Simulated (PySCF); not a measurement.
PySCF input file for CH5ClInNO, SMILES C[O][In]([NH2])[Cl], C-PCM-ωB97X/def2-SVP. The structure is a stationary point at B3LYP-D3(BJ)/def2-SVP. The structure was generated by enumeration; whether it is a known compound was not checked. The def2 effective core potentials stand for the cores of In; spin–orbit coupling is left out. Other conformers were not sampled.

```python
import numpy as np
from pyscf import gto, scf, dft
from pyscf.solvent import pcm

mol = gto.M(
    atom='''
    In    0.08969763    0.11220357    0.12360021
    Cl   -2.12370995    0.31505130    0.89784981
    O     0.24081399   -0.86737725   -1.61694321
    C     1.47771296   -1.21326756   -2.18810909
    H     2.04795462   -1.94831533   -1.58463830
    H     1.29094074   -1.67837153   -3.17313687
    H     2.14450161   -0.34392051   -2.36527045
    N     1.65196092    0.69909558    1.30164101
    H     1.39587117    1.42492930    1.97137976
    H     2.47210104    1.01678548    0.78452198
    ''',
    basis='def2-SVP',
    ecp={'In': 'def2-svp'},
    charge=0,
    spin=0,
    max_memory=1600,
    verbose=3,
)
mf = dft.RKS(mol, xc='wb97x').density_fit(auxbasis='def2-universal-jkfit')
mf.grids.level = 3
mf.conv_tol = 1e-9
mf.max_cycle = 100
mf.kernel()
res = {}
for name, eps in {'water': 78.355, 'N,N-dimethylformamide': 37.219, 'dichloromethane': 8.93}.items():
    s = mf.PCM()
    s.with_solvent.method, s.with_solvent.eps, s.with_solvent.lebedev_order = 'C-PCM', eps, 29
    s.kernel(mf.make_rdm1())
    res[name] = (s.e_tot, eps, s.dip_moment(), s.mo_energy, s.converged)
    print(f'{name}: electrostatic solvation free energy {(s.e_tot - mf.e_tot) * 627.509474:.3f} kcal/mol')
```

It prints:

```
converged SCF energy = -821.186153396219

WARN: PCM is an experimental feature. It is still in testing.
Features and APIs may be changed in the future.

converged SCF energy = -821.203500498402
Dipole moment(X, Y, Z, Debye):  4.32337,  2.08691, -0.07810
water: electrostatic solvation free energy -10.885 kcal/mol

WARN: PCM is an experimental feature. It is still in testing.
Features and APIs may be changed in the future.

converged SCF energy = -821.203216040319
Dipole moment(X, Y, Z, Debye):  4.30743,  2.07798, -0.07804
N,N-dimethylformamide: electrostatic solvation free energy -10.707 kcal/mol

WARN: PCM is an experimental feature. It is still in testing.
Features and APIs may be changed in the future.

converged SCF energy = -821.201526044239
Dipole moment(X, Y, Z, Debye):  4.21346,  2.02557, -0.07763
dichloromethane: electrostatic solvation free energy -9.646 kcal/mol
```

The calculation finished and met its thresholds.

Cost: around 3 core-minutes (rough).
